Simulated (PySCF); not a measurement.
Record of a relaxation.

Species: Y(NH2)3 (singlet state).
Bonds: Y1–N2, Y1–N5, Y1–N8. Hydrogens: H3, H4 on N2; H6, H7 on N5; H9, H10 on N8.

Computed by this run: PBE0-D3(BJ)/def2-SVP geometry optimisation, gas phase, def2 core potentials past Kr in PySCF 2.14.0; density fitting, grid level 1; the optimiser is geomeTRIC in internal coordinates, started from a GFN2-xTB structure with every atom displaced at random (about 0.03 Å). The frame can shift and turn from step to step; on so coarse a grid that alone can change the energy by a few meV, and forces under 0.02 eV/Å are noise.

Step 0: E = -5603.8239 eV, largest atomic force 4.210 eV/Å
```
atom  x, y, z in Å  |  force x, y, z in eV/Å
Y1      0.058   -0.080   -0.007   -1.848   2.733  -0.171
N2      2.050    0.391   -0.073    1.824   3.794  -0.043
H3      2.757   -0.272    0.056    1.702  -1.609   0.189
H4      2.600    1.331   -0.051   -1.389  -2.017  -0.138
N5     -1.396    1.568   -0.083    0.506   0.315   0.300
H6     -2.404    1.537    0.089    0.078   0.040  -0.114
H7     -1.137    2.574   -0.038   -0.254  -0.764  -0.103
N8     -0.635   -1.985    0.058   -3.419  -1.528  -0.017
H9     -0.114   -2.819    0.029    0.991  -1.661  -0.002
H10    -1.654   -2.321    0.025    1.810   0.696   0.099
```

Step 1: E = -5604.3080 eV, largest atomic force 0.725 eV/Å
```
atom  x, y, z in Å  |  force x, y, z in eV/Å
Y1      0.017    0.029   -0.009    0.257  -0.671  -0.098
N2      2.171    0.431   -0.063   -0.280  -0.052   0.186
H3      2.913   -0.266    0.039   -0.167  -0.131  -0.065
H4      2.691    1.309   -0.051   -0.171   0.128  -0.069
N5     -1.451    1.599   -0.070    0.139   0.045   0.235
H6     -2.460    1.557    0.075   -0.018  -0.066  -0.095
H7     -1.224    2.593   -0.038    0.001   0.041  -0.081
N8     -0.694   -2.048    0.054    0.152   0.412  -0.071
H9     -0.171   -2.925    0.036    0.126   0.137   0.030
H10    -1.668   -2.356    0.030   -0.040   0.155   0.028
```

Step 2: E = -5604.3538 eV, largest atomic force 0.234 eV/Å
```
atom  x, y, z in Å  |  force x, y, z in eV/Å
Y1      0.014    0.004   -0.008    0.097  -0.199  -0.076
N2      2.130    0.430   -0.053   -0.006  -0.190   0.131
H3      2.859   -0.285    0.028   -0.086   0.064  -0.057
H4      2.633    1.315   -0.050   -0.006   0.088  -0.042
N5     -1.420    1.594   -0.057   -0.018   0.122   0.175
H6     -2.432    1.555    0.062   -0.016  -0.014  -0.075
H7     -1.184    2.587   -0.040   -0.025   0.021  -0.058
N8     -0.686   -2.037    0.051    0.163   0.039  -0.045
H9     -0.131   -2.895    0.037   -0.047   0.079   0.025
H10    -1.657   -2.345    0.035   -0.056  -0.011   0.022
```

Step 3: E = -5604.3617 eV, largest atomic force 0.232 eV/Å
```
atom  x, y, z in Å  |  force x, y, z in eV/Å
Y1      0.015   -0.009   -0.006   -0.144   0.176  -0.049
N2      2.120    0.418   -0.041    0.097  -0.049   0.069
H3      2.856   -0.289    0.010   -0.004   0.022  -0.030
H4      2.611    1.313   -0.048   -0.030  -0.002  -0.024
N5     -1.416    1.605   -0.041    0.107  -0.047   0.112
H6     -2.431    1.567    0.044   -0.001  -0.008  -0.049
H7     -1.181    2.599   -0.042   -0.024  -0.010  -0.034
N8     -0.678   -2.039    0.047    0.009  -0.066  -0.028
H9     -0.121   -2.894    0.041   -0.017  -0.006   0.017
H10    -1.650   -2.348    0.040    0.007  -0.010   0.016
```

Step 4: E = -5604.3656 eV, largest atomic force 0.107 eV/Å
```
atom  x, y, z in Å  |  force x, y, z in eV/Å
Y1      0.012   -0.007   -0.005   -0.058   0.088  -0.018
N2      2.117    0.411   -0.031    0.089   0.019   0.020
H3      2.860   -0.288   -0.007    0.025  -0.014  -0.010
H4      2.597    1.311   -0.047   -0.022  -0.007  -0.008
N5     -1.408    1.608   -0.026    0.030   0.015   0.050
H6     -2.425    1.563    0.027   -0.005   0.006  -0.025
H7     -1.180    2.603   -0.042   -0.027  -0.005  -0.013
N8     -0.677   -2.037    0.043   -0.058  -0.061  -0.013
H9     -0.121   -2.892    0.045    0.010  -0.032   0.009
H10    -1.650   -2.347    0.047    0.017  -0.008   0.009
```

Step 5: E = -5604.3673 eV, largest atomic force 0.033 eV/Å
```
atom  x, y, z in Å  |  force x, y, z in eV/Å
Y1      0.010   -0.005   -0.004    0.003   0.015   0.007
N2      2.121    0.404   -0.024    0.000   0.003  -0.014
H3      2.870   -0.288   -0.021    0.014  -0.008   0.003
H4      2.591    1.309   -0.046   -0.005   0.003   0.004
N5     -1.404    1.616   -0.012    0.023  -0.011  -0.003
H6     -2.422    1.563    0.010   -0.004   0.006  -0.003
H7     -1.185    2.612   -0.040   -0.015   0.003   0.004
N8     -0.680   -2.041    0.040   -0.029   0.015  -0.002
H9     -0.123   -2.895    0.049    0.005  -0.014   0.002
H10    -1.653   -2.351    0.054    0.007  -0.012   0.002
```

Step 6: E = -5604.3675 eV, largest atomic force 0.023 eV/Å
```
atom  x, y, z in Å  |  force x, y, z in eV/Å
Y1      0.011   -0.005   -0.003    0.008  -0.009   0.007
N2      2.123    0.402   -0.025    0.004  -0.004  -0.013
H3      2.874   -0.288   -0.023    0.001  -0.002   0.003
H4      2.591    1.308   -0.047   -0.006   0.004   0.003
N5     -1.402    1.617   -0.011    0.012  -0.001  -0.006
H6     -2.421    1.562    0.008   -0.002   0.001  -0.001
H7     -1.186    2.614   -0.039   -0.009   0.003   0.004
N8     -0.683   -2.040    0.040   -0.013   0.019  -0.001
H9     -0.126   -2.895    0.050    0.001  -0.003   0.001
H10    -1.655   -2.352    0.055    0.004  -0.009   0.001
```

Question: Summarise the path.

Answer: The energy falls by 12.54 kcal/mol from step 0 to step 6; nine tenths of that is first reached at step 2. It falls at every step. The largest force goes from 4.210 to 0.023 eV/Å. Among the bonds Y1–N8 changes most, from 2.029 to 2.151 Å; the atoms move by 0.083 Å rms after alignment.

Question: Follow the three bonds and two angles with the largest change from start to end.

Answer: 
```tsv
step	E above end (kcal/mol)	largest force (eV/Å)	Y1–N8 (Å)	Y1–N2 (Å)	N2–H4 (Å)	Y1–N2–H4 (°)	Y1–N2–H3 (°)
0	12.54	4.210	2.029	2.047	1.089	133.6	122.9
1	1.37	0.725	2.196	2.192	1.020	131.2	125.8
2	0.32	0.234	2.158	2.159	1.018	130.9	124.0
3	0.13	0.232	2.146	2.148	1.020	130.2	124.5
4	0.04	0.107	2.144	2.146	1.020	129.3	125.5
5	0.00	0.033	2.150	2.150	1.020	128.4	126.3
6	0.00	0.023	2.151	2.151	1.020	128.2	126.5
```

The cost below is that of the whole optimisation. The run took 33 s of wall time on one thread, Arm Neoverse V1 (aarch64), shared host, and the process peaked at 0.39 GiB of memory.
